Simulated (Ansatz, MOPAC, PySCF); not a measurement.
Dimer: HF (SMILES F) (first 2 atoms) with H2 (SMILES [H][H]); geometry from B3LYP-D3(BJ)/def2-TZVP, rigid monomers moved along the line of their centres of mass till H2···H3 is 2.26 Å.
(charge 0, multiplicity 1):
```xyz
4

F      0.069     0.092    -0.127
H      0.109     0.082     0.799
H      0.581     0.077     3.013
H     -0.164     0.039     3.046
```

Counterpoise-corrected where a basis set is named; no monomer relaxation. Rows marked so take none.

Cores are frozen in the correlated methods. CBS(a, b) extrapolates the correlation energy as X⁻³ and adds the Hartree–Fock energy of set b. Rows in 3-21G, 6-31G* carry no dispersion term and start afresh at each structure (6-31G* with six Cartesian d functions). MP2/6-31G* freezes PySCF's default core. The state that PM3, PM7 reach isn't checked; PM7 holds dispersion and hydrogen-bond terms.

Run with Ansatz (Gaussian orbitals); MOPAC for PM3, PM7 (differences of heats of formation); PySCF for 3-21G rows, 6-31G* rows, the dispersion terms. 

Other levels give for the interaction energy: PBE/def2-TZVPPD -1.12; B3LYP/def2-TZVPPD -0.76; B3LYP-D3(BJ)/def2-TZVPPD -1.03; wB97M-V/def2-TZVPPD -0.92; CCSD(T)/CBS(aug-cc-pVTZ, aug-cc-pVQZ) -0.95 kcal/mol.

Common cheap choices:

| level | interaction energy (kcal/mol) | less -0.95 (CCSD(T)/CBS(aug-cc-pVTZ, aug-cc-pVQZ)) |
|---|---|---|
| PM3 | -1.25 | -0.30 |
| PM7 | -0.44 | 0.51 |
| HF/6-31G* (no counterpoise) | -0.12 | 0.83 |
| BP86/6-31G* (no counterpoise) | -0.16 | 0.79 |
| B3LYP/3-21G (no counterpoise) | -0.66 | 0.29 |
| B3LYP/6-31G* | -0.42 | 0.54 |
| B3LYP/6-31G* (no counterpoise) | -0.57 | 0.38 |
| MP2/6-31G* | -0.05 | 0.90 |

Ansatz is a first-principles code.
